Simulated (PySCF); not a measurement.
**Which basis set comes closest?**

Molecule: SMILES Oc1ccc(F)cc1, C₆H₅FO.

Numbering as in the mapped SMILES `[OH:1][c:2]1[cH:3][cH:4][c:5]([F:6])[cH:7][cH:8]1`. Each H is labelled by its parent atom.

Geometry PBE0-D3(BJ)/def2-SVP throughout; GIAO in PySCF 2.14.0 with density-fitted response routines, gas phase, one conformer, non-relativistic; equivalent atoms averaged; functional PBE0.

Reference values (measured; G. Saielli, R. Bini, A. Bagno, Computational 19F NMR. 2. Organic compounds, RSC Adv. 2014, ESI (exp. from Berger-Braun-Kalinowski 1994 and Everett 1995)): δ(F6) = -124.6 ppm vs CFCl3. Computed shifts are taken against CFCl3, calculated as an isolated molecule at each level.

Task: How do the basis sets STO-3G, pcSseg-0, 6-31G, 6-31G*, cc-pVDZ, def2-SVP, pcSseg-1, aug-cc-pVDZ, 6-311+G(2d,p), def2-TZVP, cc-pVTZ, IGLO-III perform against the reference? Times are CPU seconds on shared hosts with different chips, so compare them loosely.

Result: 
| basis set | functions | F6 | abs. error F | core-s |
| --- | --- | --- | --- | --- |
| STO-3G | 45 | -25.0 | 99.6 | 3.4 |
| pcSseg-0 | 82 | -121.7 | 2.9 | 7.3 |
| 6-31G | 82 | -133.1 | 8.5 | 7.2 |
| 6-31G* | 122 | -119.1 | 5.5 | 11 |
| cc-pVDZ | 137 | -114.4 | 10.2 | 22 |
| def2-SVP | 137 | -105.3 | 19.3 | 19 |
| pcSseg-1 | 161 | -125.9 | 1.3 | 13 |
| aug-cc-pVDZ | 229 | -125.0 | 0.4 | 52 |
| 6-311+G(2d,p) | 246 | -132.6 | 8.0 | 29 |
| def2-TZVP | 278 | -128.1 | 3.5 | 60 |
| cc-pVTZ | 310 | -123.9 | 0.7 | 76 |
| IGLO-III | 330 | -131.1 | 6.5 | 89 |

For 19F the closest is aug-cc-pVDZ (0.4 ppm, with cc-pVTZ practically level) and the furthest STO-3G (99.6 ppm). Where a smaller basis beats a larger one, errors probably cancel. One molecule is a small sample, and vibrational and solvent effects are absent from the calculation.

A small basis that lands close on one nucleus may do so by chance; judge by the trend and by all nuclei.
